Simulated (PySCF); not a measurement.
Ti(F)4(OH2) (F₄H₂OTi), SMILES [OH2]->[Ti]([F])([F])([F])[F], multiplicity 1.

Geometry: PBE0-D3(BJ)/def2-SVP. The multiplicity is an assumed one; other spin states were not compared.

These are ωB97X/def2-TZVP run with PySCF values and carry that method's errors.

Symmetry labels are those of the subgroup Cs that the program uses (full group Cs).

Computed valence orbital energies around the gap with their symmetry:
```json
[
 {"orbital": "HOMO−7", "symmetry": "A'", "energy (eV)": "-15.25"},
 {"orbital": "HOMO−6", "symmetry": "A'", "energy (eV)": "-15.03"},
 {"orbital": "HOMO−5", "symmetry": "A\"", "energy (eV)": "-14.92"},
 {"orbital": "HOMO−4", "symmetry": "A'", "energy (eV)": "-14.78"},
 {"orbital": "HOMO−3", "symmetry": "A\"", "energy (eV)": "-14.50"},
 {"orbital": "HOMO−2", "symmetry": "A\"", "energy (eV)": "-14.19"},
 {"orbital": "HOMO−1", "symmetry": "A'", "energy (eV)": "-14.18"},
 {"orbital": "HOMO", "symmetry": "A'", "energy (eV)": "-13.46"},
 {"orbital": "LUMO", "symmetry": "A\"", "energy (eV)": "-0.21"},
 {"orbital": "LUMO+1", "symmetry": "A'", "energy (eV)": "-0.19"},
 {"orbital": "LUMO+2", "symmetry": "A\"", "energy (eV)": "0.93"},
 {"orbital": "LUMO+3", "symmetry": "A'", "energy (eV)": "1.02"}
]
```
